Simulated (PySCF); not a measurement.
## A small calculation by hand: oscillator strength and radiative lifetime

HO2Si, SMILES [OH+]=[Si]=O, charge +1.

Coordinates come from a B3LYP-D3(BJ)/def2-TZVP optimisation. The isomer is the one that the SMILES or the coordinates give; other isomers of the formula were not compared.

PySCF with TDA-PBE/def2-SVPD puts the first singlet state with f over 0.02 at 4.23 eV (vertical), with the transition dipole (-0.461, -0.058, 0.000) in atomic units.

Q: Find the oscillator strength, the wavelength and the radiative lifetime that this transition would have in vacuum if emission retraced absorption.

A: 
|μ|² = 0.2159 au, so |μ| = 1.18 D. ΔE = 4.23/27.211 = 0.1554 hartree. f = (2/3) ΔE |μ|² = 0.022 (the program prints 0.022).
λ = 1239.84/4.23 = 293 nm; ν = 34117 cm⁻¹.
Einstein's coefficient A = 0.6670 ν² f s⁻¹ (ν in cm⁻¹) = 1.7e7 s⁻¹, so τ = 1/A = 58 ns. This state is S2; the lower singlet has f = 0.018. The figure is the radiative limit of this one transition; relaxation, internal conversion, crossing to triplets and a medium change what is measured.
